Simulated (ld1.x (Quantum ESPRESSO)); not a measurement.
**Ru (Z = 44): one change to an RRKJ potential, before and after**

* Element: ruthenium (Ru)
* Generator: ld1.x (Quantum ESPRESSO) 7.5
* Type: norm-conserving RRKJ (Kleinman–Bylander form)
* Functional: PBE
* Relativity: scalar-relativistic
* Frozen core: [Ar] 3d10
* Valence charge: 16
* Reference configuration: 4s2 4p6 4d7 5s1 5p0
* Partial waves: 4s (bound): rc 1.65 bohr; 4p (bound): rc 1.75 bohr; 4d (bound): rc 1.35 bohr
* Local potential: the d channel
* Core correction: none
* rho0: 0.001

Occupied shells without a wave of their own: 5s. They enter only through the test configuration that unscreens the potential.

Change: all radii scaled by about 0.80 (s 1.32, p 1.40, d 1.08 bohr).

Cutoffs: the cutoffs (Ry, on a coarse ladder) from which the occupation-weighted sum of valence levels, in a spherical-Bessel basis at the reference potential, stays within 10 and 1 mRy of its value at 400 Ry; they do not see the model core or the augmentation charge, which bear on the density cutoff. Errors are all-electron minus pseudo energies relative to the spin-unpolarised reference configuration.

How do hardness, ghosts and transferability respond?

The potential gets harder (60 Ry and 70 Ry → 120 Ry and 200 Ry); of the 7 tests that both files solve, the error grows in 1 and shrinks in 6 by more than 15 % and 0.3 meV (median size 69.1 → 12.2 meV); neither file shows a bound ghost. A smaller radius makes the pseudo-wave follow the all-electron one further in, where it bends more sharply, so more plane waves are needed.

| quantity | base | changed |
| --- | --- | --- |
| cutoff, loose | 60 Ry | 120 Ry |
| cutoff, tight | 70 Ry | 200 Ry |
| loose cutoff by channel (10 mRy a level) | s 50 Ry, p 25 Ry, d 45 Ry | s 55 Ry, p 55 Ry, d 70 Ry |
| bound ghosts | none | none |
| error for 4s2 4p6 4d7 5s0 5p0, meV [ΔE 7.29 eV] | +56 | +5.7 |
| error for 4s2 4p6 4d6 5s0 5p0, meV [ΔE 25.48 eV] | +86 | +12 |
| error for 4s2 4p6 4d5 5s0 5p0, meV [ΔE 56.10 eV] | +125 | +23 |
| error for 4s1 4p6 4d7 5s1 5p0, meV [ΔE 82.69 eV] | -5.1 | -14 |
| error for 4s2 4p6 4d7 5s0 5p1, meV [ΔE 3.46 eV] | +69 | +10 |
| error for 4s2 4p6 4d4 5s0 5p0, meV [ΔE 100.61 eV] | +182 | +42 |
| error for 4s2 4p6 4d6 5s1 5p1, meV [ΔE 5.65 eV] | +36 | +11 |
